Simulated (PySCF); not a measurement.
Compound: C6H9N2 (doublet state).
Structure used (GFN2-xTB), in Å, numbered top down from 1:
```
atom  x, y, z in Å
H1     3.064   -0.310    0.280
N2     2.836    0.680    0.367
C3     1.622    0.949    0.206
C4     0.497   -0.001   -0.091
N5     0.997   -1.275   -0.517
C6    -0.488   -0.032    1.135
C7    -1.563    0.678    0.335
C8    -1.899   -0.155   -0.889
C9    -0.660    0.653   -0.856
H10    1.323    1.987    0.310
H11    1.681   -1.177   -1.259
H12    0.251   -1.881   -0.837
H13   -0.738   -1.055    1.416
H14   -0.117    0.517    1.997
H15   -2.222    1.432    0.725
H16   -1.893   -1.239   -0.833
H17   -2.698    0.241   -1.499
```

The hyperfine couplings belong to this conformer and change with its torsions.

Identity: `[H]/N=C\[C@@]1(N)C[C@@H]2C[C]21` [radical].

The calculation used UKS B3LYP, pcH-1 on C H N, non-relativistic, mean-field spin-orbit, GIAO (PySCF). The structure is a single GFN2-xTB conformer in the gas phase; no vibrational or solvent corrections. A GFN2-xTB geometry isn't a minimum of the functional, and hyperfine couplings can be far from their values at a DFT geometry. The SCF solution wasn't tested for stability.

Task: What is the g tensor, term by term?

Result: 
```tsv
Δg (ppm)	1	2	3
relativistic mass correction	-160	-160	-160
gauge correction	9	16	11
orbital Zeeman/spin–orbit	-23	868	1267
total	-174	724	1118
```

So g = 2.00215, 2.00304, 2.00344 and g_iso = 2.00288; the tensor is rhombic: the two nearest values differ by 30 % of g3 − g1. 

Task: At 9.512 GHz, how far is the centre of the isotropic spectrum from where a free electron (g = 2.002319) resonates?

Result: B = hν/(g μB) with μB/h = 13.99624 MHz/mT gives 339.41 mT for the free electron and 339.32 mT at g_iso, 0.09 mT lower.

Task: Average each term over the three axes. Which is largest in size?

Result: The orbital-Zeeman/spin–orbit term 704, the mass correction -160 and the gauge correction 12 ppm, for a total of 556 ppm. The orbital-Zeeman/spin–orbit term is the largest in size. The mass correction is the same along every axis, so the anisotropy comes from the other two: their spans along these axes are 8 (gauge) and 1290 ppm (orbital Zeeman/spin–orbit).

Task: In a frozen sample, at which fields do the three g values resonate at 9.5, 34, 94 and 263 GHz (hyperfine left aside), and which band first spreads them over more than twice a line width of 0.3 mT?

Result: 
```csv
band,GHz,B(g3) mT,B(g2) mT,B(g1) mT,spread mT
X,9.5,338.79,338.86,339.01,0.22
Q,34.0,1212.53,1212.77,1213.31,0.78
W,94.0,3352.28,3352.94,3354.45,2.16
J,263.0,9379.26,9381.10,9385.31,6.05
```

The spread grows in proportion to the frequency. Q band is the first where it exceeds 0.6 mT.

The largest Mulliken spin population is on C9 (+0.83). The angles at C9 add up to 269.3°, so it is pyramidal.

The HOMO–LUMO gaps are 5.69 eV among the α and 4.58 eV among the β orbitals.
